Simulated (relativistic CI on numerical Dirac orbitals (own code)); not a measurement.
## One change at a time: Xe⁴²⁺

Base calculation: Dirac-Coulomb-Breit CI, separate exchange-only KLI orbitals for each configuration, QED by a radiative potential, unscaled Slater integrals.

Configuration list (outside the closed core [Ne]): 3s², 3s3p, 3p², 3s3d, 3d², 3p3d, 3p4s, 3d4s, 3s4s, 3s4p, 3s4d, 3s4f, 3s5s, 3s5p, 3s5d, 3s5f. Levels of other configurations are missing.

Variants: (1) valence Slater integrals scaled by 0.9; (2) non-relativistic limit. Shifts of the energy above 3s² ¹S0, in eV, for the lowest level and the first level of each name with at least 55 % of one term (blank where a level changes its place among those of its configuration and J or its character, or is not in the variant):

```
    Level     Base    Δ(1)      Δ(2)
  3s² ¹S0    0.000   0.000     0.000
3s3p ³P°0   86.448  +0.362    -7.814
3s3p ³P°1   95.378  -0.272   -16.744
3s3p ³P°2  170.881  +0.394   -92.247
3s3p ¹P°1  197.697  -2.270   -85.691
  3p² ³P0  208.522  -0.880   -26.966
  3p² ¹D2  283.058  +0.502  -102.383
  3p² ³P1  284.018  -0.013  -102.462
 3s3d ³D1  315.986  -0.334   -95.817
 3s3d ³D2  320.636  -0.626  -100.467
 3s3d ³D3  334.680  -0.328  -114.511
 3s3d ¹D2  343.863  -0.937   -99.539
  3p² ¹S0  387.759  -1.921  -177.835
3p3d ³F°2  409.483  +0.553  -105.319
```

At this charge energies of transitions that change n are usually good to better than 1 %, and those within a shell (Δn = 0) to a few per cent.

Ionisation energy from the two ground configurations alone: base 3242.47 eV. The NIST ASD value (theoretical) is 3243 eV.

LS names give the leading component of a level, which can be under half, so a name can repeat, a term be missing and a line seem to break the LS rules.
